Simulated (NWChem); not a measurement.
Spin states of FNa

```xyz
2

Na     0.0000     0.0000    -0.8497
F      0.0000     0.0000     1.0385
```
Charge 0, spin multiplicity 1.

Program: NWChem. Structure: optimised with PBE0/def2-SVP, a minimum by its harmonic frequencies.

Basis set: def2-TZVP. The gap is E(triplet) − E(singlet) at the geometry of the singlet, so a negative value puts the higher spin lower. Open shells are unrestricted, coupled cluster uses restricted open-shell references, and the singlet is the closed-shell solution. The triplet is the single determinant that the SCF runs reached, with unpaired electrons in orbitals of symmetry a1 and b1 (C2v labels); it need not be the lowest triplet, which in molecules with degenerate π orbitals can need several determinants.

Costs are rough ratios of processor time within this set of runs, SCF included, with B3LYP as 1.

The correlated methods keep 2 core orbitals frozen. B3LYP has NWChem's definition, with VWN1-RPA local correlation. GW and range-separated runs recompute their integrals, the others keep them in memory, which bears on the times. The structure started from a generated list of species. The stability of the SCF solutions was not checked. Open-shell Hartree-Fock references start from PBE0 orbitals; any time given for them includes that run. Coupled-cluster values serve here as a point of comparison, not as the truth.

| method | vertical singlet-triplet gap (kcal/mol) | relative cost |
|---|---|---|
| CR-CCSD(T) | 123.4 | 10 |
| CAM-B3LYP | (withheld) | 6 |
| B3LYP | (withheld) | 1 |
| CCSD(T) | 123.8 | 10 |
| PBE | 128.5 | under 3 |
| r2SCAN | (withheld) | under 3 |
| B2PLYP | (withheld) | under 3 |
| HF | 84.6 | under 3 |
| MP2 | 131.2 | under 3 |

Task: What belongs in the gaps?

Result: 
- CAM-B3LYP, vertical singlet-triplet gap (kcal/mol): 126.7
- B3LYP, vertical singlet-triplet gap (kcal/mol): 125.3
- r2SCAN, vertical singlet-triplet gap (kcal/mol): 125.8
- B2PLYP, vertical singlet-triplet gap (kcal/mol): 126.0
